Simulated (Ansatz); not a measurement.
Consider the formal exchange of groups at the Si–C bond: `OC(O)=C[SiH3]` + `C[CH2][AlH][AlH2]` → `C[CH2][AlH][AlH][SiH3]` + `C=C(O)O`.

Gas-phase electronic energies from Ansatz, PBE0-D4/def2-TZVP geometries. CCSD(T)/CBS adds triple-zeta CCSD(T) − MP2 to the extrapolated MP2 energy (def2 sets, frozen cores). Functionals use def2-TZVPP. B3LYP here is the variant with VWN-RPA as its local correlation; programs differ in this. One conformer a species, not always the lowest.

`OC(O)=C[SiH3]`:

Cartesian coordinates in Å:
```
O 1.004 0.849 -1.146
C 1.033 -0.024 -0.134
O 2.300 -0.412 0.117
C -0.072 -0.423 0.507
Si -1.758 0.178 0.071
H 1.904 0.989 -1.460
H 2.298 -1.040 0.845
H 0.056 -1.133 1.316
H -2.141 -0.163 -1.327
H -2.729 -0.474 0.990
H -1.894 1.653 0.221
```

`C[CH2][AlH][AlH2]`:

Cartesian coordinates in Å:
```
C 0.265 -1.661 0.224
C 0.659 -0.494 1.126
Al 0.162 1.309 0.509
Al -1.091 1.695 -1.733
H -0.819 -1.709 0.076
H 0.574 -2.628 0.632
H 0.717 -1.574 -0.769
H 0.229 -0.621 2.129
H 1.744 -0.489 1.296
H 0.570 2.533 1.456
H -0.324 1.929 -3.115
H -2.686 1.710 -1.831
```

`C[CH2][AlH][AlH][SiH3]`:

Z-matrix (Å, degrees):
```
C
C 1 1.527
H 1 1.094 2 111.6
H 1 1.094 2 111.6 3 -119.5
H 1 1.094 2 112.5 3 120.2
Al 2 1.968 1 116.5 3 59.8
H 2 1.099 1 110.5 3 -62.8
H 2 1.099 1 110.5 3 -177.7
Al 6 2.594 2 121.0 1 -0.0
H 6 1.600 2 117.5 1 178.2
Si 9 2.467 6 122.5 2 82.8
H 9 1.599 6 122.7 2 -94.5
H 11 1.492 9 113.7 6 141.2
H 11 1.495 9 109.1 6 -99.6
H 11 1.492 9 113.1 6 18.6
```

`C=C(O)O`:

Z-matrix (Å, degrees):
```
C
C 1 1.330
H 1 1.079 2 119.9
H 1 1.080 2 120.8 3 -180.0
O 2 1.339 1 123.4 3 0.0
O 2 1.354 1 126.2 3 -180.0
H 5 0.963 2 108.1 1 -179.9
H 6 0.961 2 109.2 1 0.1
```

| level | ΔE (kJ/mol) | difference from CCSD(T)/CBS |
| --- | --- | --- |
| PBE-D4 | -10.2 | -12.0 |
| r2SCAN-D4 | -1.1 | -2.9 |
| PBE0-D4 | -6.9 | -8.7 |
| B3LYP-D4 | 2.2 | 0.4 |
| ωB97X-V | 3.7 | 1.9 |
| ωB97M-V | 8.0 | 6.2 |
| B2PLYP | 4.0 | 2.2 |
| PBE | -12.1 | -13.9 |
| r2SCAN | -1.4 | -3.2 |
| PBE0 | -8.3 | -10.1 |
| B3LYP | -0.8 | -2.6 |
| HF/def2-TZVPP | 10.5 | 8.7 |
| MP2/def2-TZVPP | 10.7 | 8.9 |
| SCS-MP2/def2-TZVPP | 10.9 | 9.1 |
| CCSD/def2-TZVPP | 1.8 | 0.0 |
| CCSD(T)/def2-TZVPP | 1.4 | -0.4 |
| HF/def2-QZVPP | 11.2 | 9.4 |
| MP2/def2-QZVPP | 11.2 | 9.4 |
| SCS-MP2/def2-QZVPP | 11.3 | 9.5 |
| HF/CBS(def2) | 11.3 | 9.5 |
| MP2/CBS(def2) | 11.1 | 9.3 |
| CCSD/CBS(def2) | 2.2 | 0.4 |
| CCSD(T)/CBS | 1.8 | 0 |

Largest T1 diagnostic among the species: 0.013.

From PBE to PBE0 (25 % exact exchange), in def2-TZVPP and without D4, ΔE moves by +3.8 kJ/mol.

CCSD(T)/CBS has its own doubt, a few kJ/mol and more with outer-core shells, so smaller differences from it don't rank the levels.
